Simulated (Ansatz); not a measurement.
Total energies of PPSbSb tetrahedron (Sb2P2) from Ansatz at PBE0-D4/def2-TZVP, gas phase (1 Eh = 27.2114 eV = 2625.5 kJ/mol). The reference geometry is relaxed at r2SCAN-D4/def2-SVP.

```xyz
4

P     0.2884   -0.0610   -1.4099
P     0.2873    1.3783    0.3041
Sb   -1.6184   -0.3180    0.2660
Sb    1.0427   -0.9993    0.8398
```

| state | geometry | energy (Eh) |
| --- | --- | --- |
| charge 0 singlet | reference | -1163.10370 |
| charge 1 doublet | reference | -1162.79552 |
| free P atom (quartet) | – | -341.13505 |
| free Sb atom (quartet) | – | -240.22283 |

In the def2 sets Sb takes a core potential; there is no spin–orbit coupling.

(1) Work out the vertical ionisation energy to the doublet.

(2) What is the binding energy per atom against free atoms?

(1) E(charge 1 doublet) − E(charge 0 singlet) = -1162.79552 − (-1163.10370) = 0.30818 Eh = 8.39 eV. For comparison, −ε of the highest occupied level is 6.63 eV at this level, 1.76 eV less.

(2) Atoms: 2 × (-341.13505) + 2 × (-240.22283) = -1162.71576 Eh. Binding: -1162.71576 − (-1163.10370) = 0.38794 Eh = 10.56 eV, or 2.64 eV for each of 4 atoms (no zero-point energy, no counterpoise term).
